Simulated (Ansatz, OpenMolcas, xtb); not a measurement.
# Ligand exchange: SiH3F + SiH3(GeH3) → SiH3(SiH3) + GeH3F

Species: SiH3F `F[SiH3]`, singlet; SiH3(GeH3), singlet; SiH3(SiH3), singlet; GeH3F (fluorogermane) `[F][GeH3]`, singlet. The partners trade F for SiH3: Si–F and Ge–SiH3 bonds give way to Si–SiH3 and Ge–F.

Shapes, held fixed at every level: PBE0-D4/def2-TZVP. Programs: Ansatz 0.2.0, OpenMolcas 26.06, xtb 6.7.1. The zero-point and thermal change to 298 K, harmonic and unscaled (PBE0-D4/def2-TZVP), is -1.8 kJ/mol.

```csv
level,kind,ΔH(298 K) (kJ/mol),less CCSD(T)/def2-TZVPP
GFN2-xTB,semi-empirical,+107.0,+20.0
HF/def2-SVP,Hartree–Fock,+72.7,-14.3
r2SCAN-D4/def2-TZVPP,meta-GGA,+83.6,-3.4
B3LYP/6-31G* (spherical functions),global hybrid,+80.5,-6.5
BHLYP-D4/def2-TZVPP,global hybrid,+88.9,+1.9
B2PLYP/def2-TZVPP,double hybrid,+87.0,0.0
MP2/def2-SVP,perturbation theory,+73.2,-13.8
MP2/def2-TZVPP,perturbation theory,+92.0,+5.0
CCSD(T)/def2-TZVPP,coupled cluster or CI,+87.0,0.0
```

The highest level, CCSD(T)/def2-TZVPP, gives ΔH(298 K) = +87.0 kJ/mol; the levels span +72.7 to +107.0. The column of differences is taken from that level and isn't an error. No measured value is set beside it here. Relativity is left out for Ge. Outer-core shells of Ge are correlated, in sets that cover them unevenly.
